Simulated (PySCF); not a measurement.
C3H8AlClO (SMILES C[CH](C)[Al]([OH])[Cl]), singlet, at a GFN2-xTB geometry (such geometries of metal compounds can be far from the true shape). Base run: PBE0/6-31G (PySCF).

Here is a job for PySCF.
```python
from pyscf import gto, scf, dft, solvent

mol = gto.Mole()
mol.atom = '''
    Al    0.203443    0.320491    0.522182
    Cl   -0.363597   -1.066646    1.905996
    O     0.599337    1.836144    1.020723
    H     0.827634    2.719766    1.270142
    C     0.341926   -0.126738   -1.452399
    C     0.004624    1.085540   -2.324972
    C    -0.518175   -1.339461   -1.820255
    H     1.386553   -0.394261   -1.670151
    H     0.202779    0.870964   -3.376200
    H    -1.045117    1.355587   -2.223933
    H     0.604692    1.945272   -2.032354
    H    -0.295832   -2.182864   -1.167023
    H    -0.332047   -1.645937   -2.850741
    H    -1.577208   -1.107128   -1.720069
'''
mol.basis = '6-31g'
mol.charge = 0
mol.spin = 0
mol.verbose = 4
mol.build()

mf = dft.RKS(mol)
mf.xc = 'pbe0'
mf.kernel()
```

Each row names what was changed in the base input (with any setting that the change needs).

```json
[
 {"change": "base", "ΔE vs base (kcal/mol)": "0.000", "dipole (D)": "2.90", "HOMO-LUMO gap (eV)": "7.17"},
 {"change": "model = IEF-PCM; solvent = tetrahydrofuran; vdw_scale = 1.1", "ΔE vs base (kcal/mol)": "-8.46", "dipole (D)": "3.43", "HOMO-LUMO gap (eV)": "7.35"},
 {"change": "model = IEF-PCM; solvent = water", "ΔE vs base (kcal/mol)": "-7.13", "dipole (D)": "3.47", "HOMO-LUMO gap (eV)": "7.33"},
 {"change": "model = ddCOSMO; solvent = tetrahydrofuran", "ΔE vs base (kcal/mol)": "-3.96", "dipole (D)": "3.34", "HOMO-LUMO gap (eV)": "7.26"},
 {"change": "model = IEF-PCM; solvent = acetonitrile", "ΔE vs base (kcal/mol)": "?", "dipole (D)": "?", "HOMO-LUMO gap (eV)": "7.33"},
 {"change": "model = IEF-PCM; solvent = tetrahydrofuran", "ΔE vs base (kcal/mol)": "-5.78", "dipole (D)": "3.38", "HOMO-LUMO gap (eV)": "7.30"},
 {"change": "model = IEF-PCM; solvent = tetrahydrofuran; lebedev_order = 11", "ΔE vs base (kcal/mol)": "?", "dipole (D)": "3.38", "HOMO-LUMO gap (eV)": "?"},
 {"change": "model = IEF-PCM; solvent = tetrahydrofuran; vdw_scale = 1.0", "ΔE vs base (kcal/mol)": "?", "dipole (D)": "3.47", "HOMO-LUMO gap (eV)": "?"},
 {"change": "model = IEF-PCM; solvent = toluene", "ΔE vs base (kcal/mol)": "-3.29", "dipole (D)": "3.19", "HOMO-LUMO gap (eV)": "7.24"},
 {"change": "model = COSMO; solvent = tetrahydrofuran", "ΔE vs base (kcal/mol)": "-5.81", "dipole (D)": "3.35", "HOMO-LUMO gap (eV)": "7.31"},
 {"change": "model = IEF-PCM; solvent = chloroform", "ΔE vs base (kcal/mol)": "-5.02", "dipole (D)": "3.32", "HOMO-LUMO gap (eV)": "7.28"},
 {"change": "model = IEF-PCM; solvent = tetrahydrofuran; r_probe = 0.5", "ΔE vs base (kcal/mol)": "-2.17", "dipole (D)": "3.24", "HOMO-LUMO gap (eV)": "7.22"}
]
```

Problem. Complete the blanks.

Solution. 
- model = IEF-PCM; solvent = acetonitrile, ΔE vs base (kcal/mol): -6.95
- model = IEF-PCM; solvent = acetonitrile, dipole (D): 3.46
- model = IEF-PCM; solvent = tetrahydrofuran; lebedev_order = 11, ΔE vs base (kcal/mol): -5.55
- model = IEF-PCM; solvent = tetrahydrofuran; lebedev_order = 11, HOMO-LUMO gap (eV): 7.29
- model = IEF-PCM; solvent = tetrahydrofuran; vdw_scale = 1.0, ΔE vs base (kcal/mol): -13.10
- model = IEF-PCM; solvent = tetrahydrofuran; vdw_scale = 1.0, HOMO-LUMO gap (eV): 7.41

The base is the gas phase, so ΔE is the electrostatic part of solvation at a fixed geometry, without cavity and dispersion terms.
